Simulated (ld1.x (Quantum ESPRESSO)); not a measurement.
**Ca (Z = 20), TM: configuration errors across variants**

ld1.x (Quantum ESPRESSO) 7.5 input, shortened:

```
&input
   title='Ca', zed=20., rel=1, dft='PZ', iswitch=3,
   config='[Ar] 3d0 4s1.5 4p0.5'
 /
 &inputp
   pseudotype=2, tm=.true., lloc=1,
   nlcc=.false.
 /
3
4S  1  0   1.50   0.00  3.20  3.20  0.0
3D  3  2   0.00   0.00  2.85  2.85  0.0
4P  2  1   0.50   0.00  3.95  3.95  0.0
 &test
   configts(1)='3d0 4s1.5 4p0.5'
 /
```

All-electron excitation energies from the reference (eV): (1) 3d0 4s2 4p0 -1.229; (2) 3d0 4s1 4p0 5.234; (3) 3d0 4s1.5 4p0 1.338; (4) 3d0 4s1 4p1 1.262; (5) 3d1 4s1 4p0 1.013; (6) 3d1 4s0 4p0 6.571; (7) 3d0 4s0 4p1 8.356; (8) 3d0 4s1.5 4p0.5 spin -0.106; (9) 3d0 4s1 4p0 spin 5.026.

Spin tests fill each open shell by Hund’s rule, majority spin first.

Tests that are not counted but printed errors over 1 eV. “wave 4p (bound): rc 3.95 bohr becomes 4p (bound): rc 4.28 bohr”: 3d1 4s1 4p0 (solver errors, printed error -10.4 eV). “all radii scaled by about 1.23 (s 3.94, p 4.86, d 3.52 bohr)”: 3d1 4s1 4p0 (solver errors, printed error -10.4 eV).

A true bound ghost makes a file unfit for plane-wave use even where its test errors are small: the radial tests pick states by their node count and pass the ghost by.

Errors AE − PS in meV (a dash: test not solved or not reliable):

| change | (1) | (2) | (3) | (4) | (5) | (6) | (7) | (8) | (9) | bound ghosts |
| --- | --- | --- | --- | --- | --- | --- | --- | --- | --- | --- |
| base | +3.4 | +24 | +1.7 | +3.9 | +642 | +971 | +91 | +15 | +106 | none |
| wave 4p (bound): rc 3.95 bohr becomes 4p (bound): rc 4.28 bohr | +3.6 | +27 | +2.2 | +4.0 | – | +970 | +92 | +15 | +110 | none |
| wave 3d (bound): rc 2.85 bohr becomes 3d (bound): rc 2.96 bohr | +3.4 | +24 | +1.7 | +3.9 | +640 | +968 | +91 | +15 | +106 | none |
| all radii scaled by about 1.23 (s 3.94, p 4.86, d 3.52 bohr) | +6.1 | +144 | +17 | +4.7 | – | +823 | +83 | +15 | +319 | none |
| local potential the d channel | +3.0 | +16 | +0.5 | +3.5 | +641 | +977 | – | +15 | +98 | s, p |
| core correction a·sin(br)/r model core inside 2.86 bohr | +0.5 | +10 | +1.0 | +0.2 | +147 | +264 | +6.3 | +4.1 | +21 | none |

(1) Give the same row for: wave 4s (bound): rc 3.20 bohr becomes 4s (bound): rc 2.88 bohr.

Answers

(1) +3.4, +24, +1.8, +3.8, +634, +961, +91, +15, +106; bound ghosts: none.
